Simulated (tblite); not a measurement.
Parent: `[CH:1]#[C:2][SiH2:3][CH2:4][SiH2:5][F:6]` with C2–Si3–C4–Si5 -64°, Si3–C4–Si5–F6 -56°, C3H7FSi2.

Structures optimised with GFN2-xTB, isolated species. One conformer each, not checked by frequencies here.

| coordinate of the parent | value |
| --- | --- |
| C1≡C2 | 1.202 Å |
| C2–Si3 | 1.852 Å |
| Si3–C4 | 1.908 Å |
| C4–Si5 | 1.890 Å |
| Si5–F6 | 1.614 Å |
| C1–C2–Si3 | 179.5° |
| C2–Si3–C4 | 107.8° |
| Si3–C4–Si5 | 115.1° |
| C4–Si5–F6 | 107.2° |

Question: How does the shared frame change in `[CH:1]#[C:2][SiH2:3][CH2:4][SiH:5]([F:6])[F:7]` with C2–Si3–C4–Si5 -62°, Si3–C4–Si5–F6 -169°, C3H6F2Si2? Atoms pair as C1 = C1, C2 = C2, Si3 = Si3, C4 = C4, Si5 = Si5, F6 = F7 (parent first).

Answer: 
| parent | relative | value in the relative | change |
| --- | --- | --- | --- |
| C1≡C2 | C1≡C2 | 1.202 Å | 0.000 |
| C2–Si3 | C2–Si3 | 1.851 Å | -0.001 |
| Si3–C4 | Si3–C4 | 1.910 Å | +0.002 |
| C4–Si5 | C4–Si5 | 1.879 Å | -0.011 |
| Si5–F6 | Si5–F7 | 1.602 Å | -0.012 |
| C1–C2–Si3 | C1–C2–Si3 | 179.7° | +0.2 |
| C2–Si3–C4 | C2–Si3–C4 | 107.2° | -0.6 |
| Si3–C4–Si5 | Si3–C4–Si5 | 114.6° | -0.5 |
| C4–Si5–F6 | C4–Si5–F7 | 109.2° | +2.0 |

Of the parent's bonds, C4–Si5 and Si5–F6 change most and about equally (-0.012 to -0.011 Å). Bonds of the relative outside the shared frame: Si5–F6 1.604 Å. Point group C1 → C1.

Question: How does the shared frame change in `[CH:1]#[C:2][SiH2:3][CH2:4][Si@@H:5]([F:6])[Cl:7]` with C2–Si3–C4–Si5 69°, Si3–C4–Si5–F6 61°, C3H6ClFSi2? Atoms pair as C1 = C1, C2 = C2, Si3 = Si3, C4 = C4, Si5 = Si5, F6 = F6 (parent first).

Answer: 
```csv
parent,relative,value in the relative,change
C1≡C2,C1≡C2,1.202 Å,0.000
C2–Si3,C2–Si3,1.851 Å,-0.001
Si3–C4,Si3–C4,1.911 Å,+0.003
C4–Si5,C4–Si5,1.885 Å,-0.005
Si5–F6,Si5–F6,1.615 Å,+0.001
C1–C2–Si3,C1–C2–Si3,178.5°,-1.0
C2–Si3–C4,C2–Si3–C4,107.2°,-0.6
Si3–C4–Si5,Si3–C4–Si5,114.6°,-0.5
C4–Si5–F6,C4–Si5–F6,106.6°,-0.6
```

Of the parent's bonds, C4–Si5 changes most (-0.005 Å). Bonds of the relative outside the shared frame: Si5–Cl7 2.011 Å. Point group C1 → C1.

The numbers are calculated, not measured.
